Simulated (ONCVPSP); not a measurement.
## Plane-wave convergence, ONCV potential for S (Z = 16)

ONCVPSP 4.0.1 input, shortened (lines: element, Z, core and valence counts, functional; n l f; lmax; l rc ep ncon nbas qcut; lloc lpopt rc5 dvloc0; l nproj debl; icmod fcfact rcfact), PBE, fully relativistic:

```
  S 16.00    3    2        4      upf
    1    0    2.00
    2    0    2.00
    2    1    6.00
    3    0    2.00
    3    1    4.00
    2
    0    1.10    0.00    3    8    4.80
    1    1.50    0.00    4    9    6.40
    2    1.35    0.45    3    6    8.20
    4    5    0.75    2.00
    0    2    1.90
    1    2    1.00
    2    2    3.80
    0    0.00    0.00
```

Open shells are filled in proportion to 2j + 1.

Problem. For each optimised wave give the share of its norm inside rc, the residual kinetic energy above qcut (Ha) and the cutoffs (Ha) for errors of 10, 1, 0.1 and 0.01 mHa per electron.

Solution.

| wave | norm inside rc | residual KE | 10 mHa | 1 mHa | 0.1 mHa | 0.01 mHa |
| --- | --- | --- | --- | --- | --- | --- |
| 3s | 0.163 | 1.8e-03 | 8.5 | 16.0 | 109.5 | 228.6 |
| s projector 2 | 0.099 | 1.7e-02 | 22.8 | 163.5 | 254.9 | 325.4 |
| 3p j=3/2 | 0.283 | 6.2e-06 | 4.0 | 9.6 | 15.8 | 19.8 |
| p projector 2 j=3/2 | 0.155 | 7.4e-05 | 4.5 | 7.1 | 16.8 | 137.7 |
| 3p j=1/2 | 0.287 | 6.8e-06 | 4.1 | 9.5 | 15.9 | 19.9 |
| p projector 2 j=1/2 | 0.155 | 6.8e-05 | 4.5 | 7.1 | 16.6 | 136.6 |
| d projector 1 j=5/2 | 0.220 | 5.3e-05 | 18.1 | 25.6 | 31.6 | 71.6 |
| d projector 2 j=5/2 | 0.128 | 1.8e-03 | 27.8 | 35.7 | 86.8 | 112.1 |
| d projector 1 j=3/2 | 0.220 | 5.3e-05 | 18.1 | 25.7 | 31.7 | 71.6 |
| d projector 2 j=3/2 | 0.128 | 1.8e-03 | 27.9 | 35.7 | 86.9 | 112.3 |

The occupied waves need 16 Ha and 110 Ha for 1 and 0.1 mHa. Note: no bound ghost flagged; GHOST(+) flagged for s at 78.7 eV.
